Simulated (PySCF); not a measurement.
**Field gradients at the hydrogen positions**

C4H11NO3Si2.
SMILES with atom numbers: `[O:1]=[CH:2][N:3]1[CH2:4][CH2:5][CH2:6][O:7][Si@@H:8]1[O:9][SiH3:10]` (hydrogens: H11 on C2; H12, H13 on C4; H14, H15 on C5; H16, H17 on C6; H18 on Si8; H19, H20, H21 on Si10)

Structure used (GFN2-xTB), in Å, numbered top down from 1:
```
atom  x, y, z in Å
O1     1.2869   -2.2194    1.1433
C2     0.1275   -2.0243    0.8678
N3    -0.3521   -0.8368    0.4783
C4    -1.7540   -0.6287    0.1978
C5    -2.1944    0.7323    0.7277
C6    -1.5600    1.8625   -0.0765
O7    -0.1753    1.7274   -0.2282
Si8    0.7334    0.5433    0.3878
O9     1.9023    0.3352   -0.6798
Si10   3.3675   -0.3331   -0.9628
H11   -0.6381   -2.8247    0.9164
H12   -1.9271   -0.6721   -0.8845
H13   -2.3359   -1.4264    0.6715
H14   -3.2801    0.8215    0.6717
H15   -1.8863    0.8148    1.7713
H16   -1.9956    1.8933   -1.0829
H17   -1.7517    2.8254    0.4121
H18    1.2296    0.8365    1.7232
H19    3.3133   -1.7623   -0.6977
H20    3.5620   -0.0108   -2.3763
H21    4.3191    0.3634   -0.0984
```

Level: PBE0/pcSseg-1 (PySCF, non-relativistic); Q(2H) = 0.00286 b; rigid geometry, the same for H and D, with no vibrational averaging.

Question: Rank these positions by the coupling χzz of a deuteron there, largest first.
A. H15 (methylene hydrogen)
B. H13 (methylene hydrogen)
C. H19 (Si–H hydrogen)
D. H11 (formyl hydrogen)

Answer: A (202 kHz), B (196 kHz), D (180 kHz), C (110 kHz).

Q: What are Vzz, η and χzz (234.96 MHz × Q × Vzz) at all hydrogens?

A: 
```tsv
atom	bonded to	bond length (Å)	Vzz (au)	η	χzz (kHz)
H11	C2	1.109	0.2683	0.06	180
H12	C4	1.097	0.2878	0.03	193
H13	C4	1.095	0.2912	0.07	196
H14	C5	1.091	0.3060	0.02	206
H15	C5	1.091	0.3013	0.00	202
H16	C6	1.097	0.2865	0.05	193
H17	C6	1.097	0.2879	0.06	193
H18	Si8	1.454	0.1640	0.02	110
H19	Si10	1.455	0.1641	0.03	110
H20	Si10	1.463	0.1604	0.02	108
H21	Si10	1.462	0.1606	0.04	108
```

Q: Average by the element that carries the hydrogen.

A: on C: 195 kHz over 7 positions, mean bond length 1.097 Å; on Si: 109 kHz over 4 positions, mean bond length 1.458 Å.

Geometry: GFN2-xTB, one conformer, isolated molecule. GFN2-xTB bond lengths can be off by several hundredths of an ångström, more for odd bonds, and the gradients follow them. These gradients aren't converged with respect to the basis.
